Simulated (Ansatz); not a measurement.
ReOF5 in a box, plane waves

Ansatz 0.2.0, DFT PBE, spin-orbit coupling, plane waves, PAW, molecule in a box. The geometry was relaxed with Gaussian bases (r2SCAN; Re def2-SVP with ECP60, O def2-SVP, F def2-SVP).

```yaml
crystal:
  lattice:
    - [11.62, 0.0, 0.0]
    - [0.0, 12.02, 0.0]
    - [0.0, 0.0, 11.13]
  atoms:
    - { symbol: Re, position: [0.50791652, 0.49533028, 0.50620575] }
    - { symbol: O, position: [0.61003614, 0.43898835, 0.59602965] }
    - { symbol: F, position: [0.49777108, 0.62597671, 0.59206469] }
    - { symbol: F, position: [0.38726334, 0.43797255, 0.59394969] }
    - { symbol: F, position: [0.61235886, 0.56156656, 0.40431267] }
    - { symbol: F, position: [0.39324957, 0.5576614, 0.40584187] }
    - { symbol: F, position: [0.50118933, 0.37437604, 0.4047664] }
basis:
  ecutwfc: 420
  ecutrho_ratio: 4
kpoints:
  mp_grid: { grid: [1, 1, 1] }
hamiltonian:
  xc: pbe
scf:
  occupations: { method: gaussian, width: 0.01 }
output:
  forces: true
  eigenvalues: true
  populations: true
  write_density: true
  write_potential: true
  elf: true
  volumetric_format: npy
magnetization:
  noncollinear: true
  spin_orbit: true
```

Command:
```sh
ansatz run input.yaml --threads 2 --pin off --max-ram 5120MiB --backend cpu --events-out ev --progress --plain --runs-dir out
```
It took 26 s on 2 threads of Arm Neoverse V1, on a shared host, peak memory 2 GiB.

(1) How does the SCF go?

(2) Which levels lie next to the highest filled one (eV, counted from it)?

(3) What forces are left at this geometry, relaxed with Gaussian bases (eV/Å)?

The forces come from the other functional as well as from the basis.

No frequency check is given that shows the relaxed geometry to be a minimum.

Answers

(1) 
```
SCF iter   1: F=—  HF=-15510.495764 eV  |F-HF|=—  |Δ(HF+E_count)|=         —  Δρ=4.19e-2
preconditioner: auto → Resta (q_TF=auto, 1.568 Å⁻¹)  ε∞=1.2  [insulator: Δε(μ)=6.959 eV  Ē_g=12.009 eV  σ=0.010 eV  W_gap=1.00  n_
spin=Noncollinear: Resta preconditioning applied to the charge; magnetization (m_x, m_y, m_z) channels mix plain (no charge-respon
SCF iter   2: F=—  HF=-15503.802317 eV  |F-HF|=—  |Δ(HF+E_count)|=    6.69e0  Δρ=2.26e-2
SCF iter   3: F=—  HF=-15502.990010 eV  |F-HF|=—  |Δ(HF+E_count)|=   8.12e-1  Δρ=1.12e-2
...
SCF iter   8: F=—  HF=-15502.703461 eV  |F-HF|=—  |Δ(HF+E_count)|=   5.04e-4  Δρ=6.55e-5
SCF iter   9: F=—  HF=-15502.703429 eV  |F-HF|=—  |Δ(HF+E_count)|=   3.23e-5  Δρ=2.23e-5
SCF iter  10: F=—  HF=-15502.703428 eV  |F-HF|=—  |Δ(HF+E_count)|=   9.83e-7  Δρ=1.14e-5
SCF iter  11: F=—  HF=-15502.703428 eV  |F-HF|=—  |Δ(HF+E_count)|=   2.86e-7  Δρ=4.79e-6
SCF iter  12: F=-15502.703428 eV  HF=-15502.703428 eV  |F-HF|=2.70e-9  |Δ(HF+E_count)|=   2.39e-8  Δρ=1.09e-6
```

(2) Filled: -0.33, -0.33, -0.29, -0.29, -0.08, -0.08, -0.01, -0.01, 0.00, 0.00. Empty: 3.29, 3.29, 4.30, 4.30, 4.69, 4.69, 8.29, 8.29.

(3) 
```
Re   0.06 -0.05  0.05
O    0.27 -0.14  0.23
F   -0.02  0.24  0.14
F   -0.24 -0.09  0.12
F    0.16  0.14 -0.19
F   -0.22  0.13 -0.18
F   -0.02 -0.22 -0.17
```
